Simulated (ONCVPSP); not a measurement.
# Pseudopotential generation for gallium (Ga): ONCV, PBEsol, scalar-relativistic.

gallium (Ga), optimised norm-conserving Vanderbilt (ONCV), made with ONCVPSP 4.0.1 (PBEsol, scalar-relativistic). Core [Ar], reference 3d10 4s2 (charge +1). Waves: 4s: rc 1.90 bohr, ncon 4, nbas 8, qcut 3.5 1/bohr, 1 projector; p scattering state at 0.05 Ha: rc 1.95 bohr, ncon 4, nbas 9, qcut 4.8 1/bohr, 1 projector; 3d: rc 1.00 bohr, ncon 4, nbas 9, qcut 15.9 1/bohr, 2 projectors, debl 4 Ha. Local part: polynomial inside 0.90 bohr (lpopt 5, dvloc0 0 Ha). Core correction: Teter function, fcfact 3.25, rcfact 1.7.

All-electron outer shells of the reference configuration (PBEsol, scalar-relativistic, ld1.x):

| shell | level (eV) | outermost node (bohr) | outermost maximum (bohr) |
| --- | --- | --- | --- |
| 3p | -107.00 | 0.24 | 0.56 |
| 3d | -27.46 | – | 0.53 |
| 4s | -16.36 | 0.81 | 1.85 |

Task: Estimate the cutoffs (Ha) at which the residual kinetic energy of the hardest occupied pseudo-wave falls to 1 and 0.1 mHa per electron.

Result: 100 Ha and 112 Ha.

Task: Does the potential have ghost states?

Result: Ghosts flagged at negative energy: s at -145.3 eV (a further GHOST(-) flag falls on a real empty level of the atom); GHOST(+) flagged for p at 15.1 eV. A true bound ghost makes a file unfit for plane-wave use.

Task: Which valence shell sets the plane-wave cutoff?

Result: 3d: 100 Ha for 1 mHa per electron, against 9 Ha for 4s.

Its largest configuration-test error is -82 meV (3d10 4s0). 2 of 4 tests not solved or not reliable.
